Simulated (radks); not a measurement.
Spherical quantum dot in the effective-mass picture: electrons in a parabolic well V = omega^2 r^2 / 2 with omega = 0.103, all in effective atomic units (hartree* = m*/eps^2 hartree, bohr* = eps/m* bohr), one dielectric constant everywhere. Calculated with a radial shooting solver with Libxc functionals: non-relativistic Kohn-Sham, PBEsol, spin-polarised, spherical densities. Levels are named by radial order and angular momentum (1s, 1p, 1d, 2s, ...), and open shells are averaged over m.

N = 6, configuration 1s2 1p(up 3, down 1). This is the lowest configuration that the search found. Occupied levels:

level    occupation  eigenvalue (hartree*)  <r> (bohr*)
1s up             1                0.96264        5.610
1s down           1                0.97588        5.439
1p up             3                 1.0037        6.515
1p down           1                 1.0196        6.480

Energy (hartree*): total 3.57397, kinetic 0.35792, external 1.3326, Hartree 2.6141, exchange-correlation -0.73074.

Electron density:

r (bohr*)  n(r) (e/bohr*^3)
0.909              0.002174
1.89               0.002514
2.86               0.002948
3.84               0.003270
4.81               0.003267
5.79               0.002832
6.76               0.002058
7.74               0.001213
8.71              0.0005557
9.69              0.0001968
10.7             0.00005575
11.6             0.00001287
12.6              2.333e-06
